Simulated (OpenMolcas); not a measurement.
**Ce III: effect of the basis set**

```yaml
Program: OpenMolcas 26.06
Method: "SS-CASPT2, IPEA 0.25 Eh, imaginary shift 0.1 Eh (closed shells correlated: 5s 5p)"
Active_space: 2 electrons in 7 orbitals (4f)
State_averaging: 2S+1 = 3 even, 21 roots; 2S+1 = 1 even, 28 roots
Spin-orbit_coupling: state interaction with AMFI integrals over the reference wave functions, term energies averaged over their components
```

A. ANO-R1 [7s5p4d2f], X2C, finite nucleus; CASPT2 step roughly 20 core-seconds
B. ANO-RCC-VDZP [7s6p4d2f1g], DKH2, point nucleus; CASPT2 step of the order of 21 core-seconds
C. ANO-R2 [8s6p5d2f1g], X2C, finite nucleus; CASPT2 step roughly 17 core-seconds
D. ANO-RCC-VTZP [8s7p5d3f2g1h], DKH2, point nucleus; CASPT2 step roughly 40 core-seconds
E. ANO-RCC-VQZP [9s8p6d4f3g2h], DKH2, point nucleus; CASPT2 step roughly 100 core-seconds

Energies in eV above 4f2 3H4, the measured ground level; measured values from Martin, Zalubas and Hagan, Atomic Energy Levels: The Rare-Earth Elements, NSRDS-NBS 60 (1978).

```csv
Level,A,B,C,D,E,Measured
4f2 3H4,0.0000,0.0000,0.0000,0.0000,0.0000,0.0000
4f2 3H5,0.2040,0.2063,0.2080,0.2082,0.2097,0.1895
4f2 3H6,0.420,0.423,0.427,0.427,0.429,0.3877
4f2 3F2,0.501,0.505,0.570,0.545,0.506,0.4665
4f2 3F3,0.633,0.638,0.703,0.678,0.640,0.5908
4f2 1D2,1.918,1.926,2.098,2.035,1.953,1.5913
4f2 1I6,2.543,2.510,2.472,2.415,2.452,2.1599
4f2 3P0,2.568,2.577,2.667,2.575,2.634,1.9927
4f2 3P1,2.633,2.642,2.727,2.635,2.696,2.0487
4f2 3P2,2.735,2.745,2.835,2.745,2.800,2.1471
4f2 1S0,4.805,4.875,5.564,5.406,5.200,4.0715
```

Deviations, from unrounded energies. A percentage is the sum of absolute deviations over the sum of measured energies, with the sign that they share, or ± where signs differ.

```tsv
Against measurement	Levels	A	B	C	D	E
mean absolute deviation (cm-1)	10	2700	2700	3700	3200	3100
fine structure of the ground term (%)	2	+8.0	+9.1	+10.1	+10.0	+10.6
other terms of the ground configuration (%)	8	+21.7	+22.2	+30.3	+26.3	+25.3
```

A, B lie about equally close to measurement and C furthest from it. The largest miss of A in the table is 4f2 1S0, by +5900 cm-1. The ranking rests on the paired levels alone, and a cruder setting can come out closer through cancelling errors.

The two smallest mean deviations differ by little beside CASPT2's spread within terms, so their order carries little weight.

Among A to E the level of the table that moves most is 4f2 1S0, by 6100 cm-1 (lowest in A, highest in C). Moves below CASPT2's spread within the term are not significant.

CASPT2 does not keep the components of a term degenerate, so their means are used; among the terms shown or strongly mixed into the levels shown the widest spread is 2000 cm-1 (4f2 1I, E). Over all roots computed the reference weight is 0.82 to 0.94 in A, 0.85 to 0.93 in B, 0.85 to 0.93 in C, 0.84 to 0.92 in D, 0.86 to 0.92 in E; the roots of lowest weight are the least certain, and an intruder state may touch them. Some terms miss by over 15 % even with CASPT2, which points to a basis or an active space too small for the shells correlated. Some levels mix across a computed gap that differs much from the measured one, so their mixing is not that of the real levels (holds for A; B; C). Measured partners are found by configuration, term and J. A level has none where our copy of the source lacks it or the pairing is in doubt (some pairs that miss far off the trend of their configuration count as doubtful), and it then counts in no deviation. Levels of configurations outside the active space are missing. The table leaves out levels that lie high or whose names do not pair safely across all columns.
